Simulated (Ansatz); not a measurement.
Relaxation of CH9ClOSi3 (15 atoms, charge 0, multiplicity 1), to a largest force component of 0.02 eV/Å in at most 40 steps.

All numbers below come from RKS B3LYP-D4/6-31G in Ansatz 0.2.0.

```xyz
15
Properties=species:S:1:pos:R:3:forces:R:3
Si 0.000 0.000 0.000 1.77 0.33 -0.27
O 0.000 0.000 1.680 0.77 0.20 -0.12
Si -1.315 -0.407 2.644 -0.76 0.11 1.47
H -2.239 -1.240 1.880 -0.54 -0.31 -0.21
H -0.851 -1.143 3.816 0.28 -0.37 0.53
H -1.999 0.809 3.073 -0.37 0.61 0.23
C 1.763 0.000 -0.623 0.70 0.32 -0.17
H 2.111 -1.046 -0.751 -0.07 0.54 0.06
H 1.812 0.528 -1.598 0.16 -0.29 0.43
H 2.415 0.519 0.111 -0.21 -0.22 -0.44
Cl -1.003 1.738 -0.709 -0.56 1.06 -0.32
Si -1.046 -1.812 -0.739 -0.88 -1.03 -0.65
H -1.703 -2.485 0.377 -0.29 -0.53 0.31
H -2.045 -1.427 -1.731 -0.55 0.07 -0.53
H -0.078 -2.717 -1.351 0.53 -0.47 -0.33
```

Question: Where does it end, and by what steps?

Answer: It converged. The force dipped under the threshold on the way, but the program's further checks kept it going. Limits of this set-up: no polarisation functions. After 23 steps the energy has fallen by 0.821 eV; H13 moved furthest, 1.59 Å.

| step | energy less start (eV) | largest force component (eV/Å) | accepted |
| --- | --- | --- | --- |
| 0 | 0.0000 | 1.766 | yes |
| 1 | -0.5427 | 0.525 | yes |
| 2 | -0.6667 | 0.185 | yes |
| 3 | -0.7181 | 0.318 | yes |
| 4 | -0.7516 | 0.206 | yes |
| 5 | -0.7657 | 0.145 | yes |
| 6 | -0.7685 | 0.391 | yes |
| 7 | -0.7737 | 0.160 | yes |
| 8 | -0.7868 | 0.056 | yes |
| 9 | -0.7911 | 0.236 | yes |
| 10 | -0.7965 | 0.128 | yes |
| 11 | -0.8069 | 0.054 | yes |
| 12 | -0.8090 | 0.228 | yes |
| 13 | -0.8136 | 0.062 | yes |
| 14 | -0.8140 | 0.168 | yes |
| 15 | -0.8166 | 0.067 | yes |
| 16 | -0.8133 | 0.226 | no |
| 17 | -0.8076 | 0.324 | no |
| 18 | -0.8181 | 0.013 | yes |
| 19 | -0.8196 | 0.059 | yes |
| 20 | -0.8200 | 0.049 | yes |
| 21 | -0.8204 | 0.042 | yes |
| 22 | -0.8206 | 0.021 | yes |
| 23 | -0.8207 | 0.017 | yes |

```xyz
15
Properties=species:S:1:pos:R:3
Si -0.145 -0.234 -0.121
O -0.330 -0.470 1.538
Si -1.105 -0.329 3.056
H -2.485 -0.919 2.982
H -0.283 -1.091 4.051
H -1.194 1.113 3.459
C 1.662 0.184 -0.503
H 2.306 -0.651 -0.207
H 1.795 0.377 -1.572
H 1.962 1.074 0.056
Cl -1.325 1.577 -0.669
Si -1.109 -2.038 -1.310
H -2.554 -2.177 -0.935
H -0.988 -1.793 -2.786
H -0.381 -3.305 -0.962
```

Whether the end is a true minimum wasn't checked by a vibrational analysis.

The run took 120 s on 1 thread of Intel(R) Xeon(R) 6975P-C (Granite Rapids) (shared host), peak memory 0.25 GiB.
